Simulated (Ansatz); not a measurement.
Born–Oppenheimer molecular dynamics of Cl5FH2OW (10 atoms, charge 0, multiplicity 1). It starts at the highest image of a converged band, a first-order saddle point between two minima.

All numbers below come from RKS PBE/def2-SVP in Ansatz.

```
ensemble                      : NVE (velocity Verlet)
time step                     : 0.5 fs
steps asked                   : 200
starting velocities drawn for : 100 K
seed                          : 4897
```

First frame:

```xyz
10
Properties=species:S:1:pos:R:3
W 0.247 0.145 -0.071
F 0.480 -0.418 1.935
Cl 2.535 -0.121 -0.147
Cl 0.475 2.224 -1.257
Cl -1.856 0.788 0.618
Cl -0.208 -2.136 -0.003
O -0.172 -0.318 -1.878
H -0.112 0.476 -2.462
Cl 0.984 2.123 1.826
H 0.796 0.782 2.310
```

(1) What does the run give?

(2) What happens to the structure?

(3) How do temperature and energy run in time?

Answers

(1) The run went to its last step.

```yaml
steps_done: 200
time_covered: 100 fs
mean_temperature_over_the_second_half: 270 K
spread_of_the_potential_energy_over_the_second_half: 2.6 meV per atom
mean_potential_energy_of_the_second_half_above_the_start: -17.6 meV per atom
```

The conserved energy stayed within 0.0042 meV per atom of its start (net change 0.0012 meV per atom), so the integration is sound. The kinetic energy rose, since the run started high on the potential surface and went downhill. It ends in pieces (Cl4FHOW + ClH), so much of that is their flight and rotation, not heat. A run of 0.1 ps of so small a system gives no equilibrium averages. The orbitals stay closed-shell, which can raise the energy where a bond breaks towards radicals; this wasn't checked here.

(2) Between its relaxed ends the band would form W1–Cl9, F2–H10 and break W1–F2, Cl9–H10. These pairs go: W1–Cl9 2.84 → 3.55 Å, F2–H10 1.30 → 3.36 Å, W1–F2 2.10 → 1.89 Å, Cl9–H10 1.44 → 1.30 Å. In the last frame they stand as before the step (other bonds may differ from the relaxed reactants and products). It ends as Cl4FHOW + ClH. Pairs count as bonded within 1.25 times the sum of covalent radii (0.12 Å more for H–H). This is one draw of velocities; another would differ in detail.

(3) 
```csv
time (fs),T (K),potential energy less start (eV),conserved less start (meV/atom)
0,100,0.000,0.00
5,89,0.012,0.00
10,69,0.032,0.00
15,63,0.039,0.00
20,72,0.029,0.00
25,90,0.010,0.00
30,114,-0.014,0.00
35,142,-0.044,0.00
40,177,-0.080,0.00
45,217,-0.121,0.00
50,252,-0.157,0.00
55,267,-0.173,0.00
60,261,-0.166,0.00
65,250,-0.155,0.00
70,251,-0.156,0.00
75,258,-0.164,0.00
80,261,-0.166,0.00
85,261,-0.167,0.00
90,276,-0.181,0.00
95,311,-0.218,0.00
100,352,-0.260,0.00
```

Run time: 9.6 min on 4 threads of Arm Neoverse V2 (shared host), peak memory 0.3 GiB.
